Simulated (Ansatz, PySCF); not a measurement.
Reaction (SMILES): [S]=[Ge] + 3 [H][H] (H2) -> [GeH4] (GeH4) + S (H2S)
Each molecule is optimised on its own at B3LYP-D3(BJ)/def2-TZVP (Ansatz, an electronic-structure program).

Quantity: energy of full hydrogenation (0 K, with B3LYP-D3(BJ) harmonic zero-point energies from PySCF), in kcal/mol. Correlated levels leave the core frozen unless marked. No spin-orbit coupling. The frozen core is the preceding noble-gas configuration, with the filled d and f shells of earlier blocks. Non-relativistic. Basis-set limits of correlation are two-point, X^-3; Hartree-Fock from the larger set.

| level | program | energy of full hydrogenation (kcal/mol) |
|---|---|---|
| SVWN5/def2-TZVPD | Ansatz | [?] |
| PBE/def2-TZVPD | Ansatz | -8.4 |
| M06-L/def2-TZVPD | PySCF | -16.5 |
| r2SCANh-D4/def2-TZVPD | Ansatz + dftd4 | -14.6 |
| PW6B95-D3(BJ)/def2-TZVPD | PySCF + dftd3 | [?] |
| SCS-MP2/6-31G* | Ansatz | 7.0 |
| CCSD(T)/CBS(def2-TZVPPD,def2-QZVPPD) | Ansatz | [?] |

Q: Complete the blanks.

A: 
- SVWN5/def2-TZVPD, energy of full hydrogenation (kcal/mol): -24.9
- PW6B95-D3(BJ)/def2-TZVPD, energy of full hydrogenation (kcal/mol): -9.1
- CCSD(T)/CBS(def2-TZVPPD,def2-QZVPPD), energy of full hydrogenation (kcal/mol): -10.0
